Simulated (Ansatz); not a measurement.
Name a neutral molecule of C, Cl, F, Si and H with LUMO energy (PBE0/def2-TZVPP) between 0.55 and 0.85 eV and size of the dipole moment (PBE/def2-TZVPP) between 2.25 and 2.55 D (Ansatz, PBE0-D4/def2-TZVP geometry).

`CC[Si](F)(F)Cl` (0.77 eV, 2.32 D). Other molecules can fit too; these were computed, each in one conformer that needn't be the lowest.
